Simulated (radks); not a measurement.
Neutral zirconium inside a hard spherical wall (all orbitals vanish at R), configuration held at [Kr] 4d2 5s2 and not refilled when levels cross. Calculated with a radial shooting solver on a logarithmic mesh with Libxc functionals: scalar-relativistic Kohn-Sham, PBEsol, spin-polarised, spherical densities, finite nucleus; open shells are filled with parallel spins first (spin-orbit coupling, left out, can overturn this in heavy ions); Fermi nuclear charge, rms radius 4.2694 fm. Eigenvalues in eV for spin up, with the zero of energy where the potential of the charges vanishes at infinity; a dash marks a level that is unbound or too diffuse for the functional's potential to be trusted. A positive occupied level is held by the wall or, in an anion where self-interaction has pushed it up, behind a barrier. The pressure on the wall is -dE/dV.

| R (bohr) | E (hartree) | kinetic (hartree) | e(4s) | e(4p) | e(5s) | e(4d) | e(5p, empty) | e(6s, empty) | pressure (GPa) |
|---|---|---|---|---|---|---|---|---|---|
| free | -3596.46284 | 3697.552 | -54.765 | -32.817 | -4.739 | -4.077 | -1.588 | - | 0 |
| 15 | -3596.46283 | 3697.552 | -54.764 | -32.817 | -4.738 | -4.076 | -1.583 | 0.323 | < 0.0001 |
| 12 | -3596.46268 | 3697.554 | -54.749 | -32.802 | -4.727 | -4.063 | -1.545 | 0.965 | 0.00272 |
| 7 | -3596.43228 | 3697.742 | -53.737 | -31.806 | -3.850 | -3.183 | 0.005 | 8.631 | 1.52 |
| 6 | -3596.37592 | 3698.011 | -52.627 | -30.729 | -2.687 | -2.214 | 1.780 | 14.939 | 5.95 |
| 3 | -3593.37221 | 3708.590 | -36.035 | -14.568 | 35.158 | 16.796 | 49.135 | 133.25 | 1220 |
| 1.5 | -3539.88667 | 3856.478 | 84.287 | 118.38 | 420.50 | 174.18 | 450.08 | 917.10 | 149000 |
